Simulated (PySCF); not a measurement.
Gas-phase reaction: WOF4 + FO → WO2F2 + 3 F. Level: PBE0/def2-QZVP†; standard pressure 1 bar.

Computed with PySCF and rigid-rotor harmonic-oscillator thermochemistry at 1 bar. † marks an energy on the PBE0/def2-TZVP geometry and frequencies. Open shells (unrestricted): FO (multiplicity 2, electronic degeneracy 4), F (multiplicity 2, electronic degeneracy 6); the rest are closed-shell singlets. Spin-orbit splitting is ignored; it lowers the true energy and changes the entropy of FO, F. W: scalar-relativistic def2 core potential, no spin-orbit coupling. WO2F2: computed as isolated molecules; such fragments, hydroxides, amides, oligomers or adducts are transient or little studied in the gas. The harmonic model lacks anharmonicity and excited electronic states, which grow with temperature; levels with a mode under 35 cm⁻¹ are left out. Soft modes under 120 cm⁻¹ make the harmonic entropy rough for WOF4.

| T (K) | 1000/T (1/K) | log10 K |
|---|---|---|
| 500 | 2.0000 | -44.49 |
| 600 | 1.6667 | ? |
| 800 | 1.2500 | -22.90 |
| 1000 | 1.0000 | -15.69 |
| 1200 | 0.8333 | -10.88 |
| 1400 | 0.7143 | -7.45 |

Fit log10 K = a + b·(1000/T) to the five rows, get the mean ΔH° and ΔS°, and predict log10 K at 600 K.

Means: 1000/T = 1.1595, log10 K = -20.282. Sums of products about the means: Sxy = -30.09592, Sxx = 1.044680, so b = Sxy/Sxx = -28.81 and a = -20.282 − (-28.81)×1.1595 = 13.12.
ΔH° = −R ln 10 × 1000 K × b = −19.145 × (-28.81) = 552 kJ; ΔS° = R ln 10 × a = 251 J/K. The run's own values go from 551 kJ and 249 J/K at 500 K to 553 kJ and 252 J/K at 1400 K.
Prediction at 600 K: 13.12 + (-28.81)×1.6667 = -34.90. The computed value is -34.90, 0.00 from the line.
For scale, ΔH°(298 K) is 549 kJ at this level, 561 kJ at ωB97M-V/def2-TZVP†, and runs from 228 to 808 kJ over the 18 levels computed.
